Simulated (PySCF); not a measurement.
## Lu⁶⁶⁺: ionisation energy

Lu⁶⁶⁺ [He] 2s2 2p1 [2p1/2^1, M_J = 1/2] → Lu⁶⁷⁺ [He] 2s2, as a difference of total energies. All numbers are calculated (PySCF 2.14, the two-component X2C-1e Hamiltonian, in an uncontracted even-tempered set (16 s from 51 bohr⁻², ratio 2.4; 13 p from 66 bohr⁻², ratio 2.4; 5 d from 210 bohr⁻², ratio 2.6; 4 f from 320 bohr⁻², ratio 2.6)). Correlated levels: nothing frozen; the 28 highest virtual spinors dropped. "Screened" scales the spin-orbit matrix elements by Boettger's factors to mimic the two-electron term; Breit and QED terms are absent.

```csv
method,ionisation energy (eV)
GHF (spin-free),16267.1
GMP2 (spin-free),16266.8
GHF (screened spin-orbit),17138.0
GMP2 (screened spin-orbit),17135.6
```

Q: How much does correlation contribute at GMP2 (screened spin-orbit)?

A: 17135.6 − (17138.0) = -2.4 eV, measured against GHF (screened spin-orbit).

For this ion Breit and QED terms and the two-electron picture change, all absent here, outweigh the correlation shift from GHF to GMP2.

The spin-free rows lack the spin-orbit shift.

For comparison: 17120 ± 40 eV (theoretical estimate listed by NIST; NIST Atomic Spectra Database, ionization energies).
